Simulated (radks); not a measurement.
Spherical quantum dot in the effective-mass picture: electrons in a hard-walled sphere of radius 5.88, with a point charge +2 (a donor) at the centre, all in effective atomic units (hartree* = m*/eps^2 hartree, bohr* = eps/m* bohr), one dielectric constant everywhere. Calculated with a radial shooting solver with Libxc functionals: non-relativistic Kohn-Sham, r2SCAN, spin-polarised, spherical densities, generalised Kohn-Sham scheme. Levels are named by radial order and angular momentum (1s, 1p, 1d, 2s, ...), and open shells are averaged over m. Results are scaled to m* = 0.047 and eps = 5.2, for which hartree* = 47.3 meV and bohr* = 5.855 nm.

N = 18, configuration 1s2 1p6 1d(up 5, down 3) 2s2. This is the lowest configuration that the search found. Occupied and some empty levels:

level,occupation,eigenvalue (meV),<r> (nm)
1s up,1,156.86,7.710
1s down,1,156.93,7.326
2s up,1,165.26,22.14
2s down,1,166.16,22.45
1p up,3,167.13,24.40
1p down,3,168.15,24.34
1d up,5,173.47,25.09
1d down,3,174.59,25.05
1f up,0,182.24,25.67
1f down,0,183.49,25.64
1g up,0,193.25,26.16
1g down,0,194.64,26.15
2p up,0,201.97,17.14
2p down,0,202.65,17.02

Energy (meV): total 1333.70, kinetic 489.41, external -694.24, Hartree 1793.8, exchange-correlation -255.25.
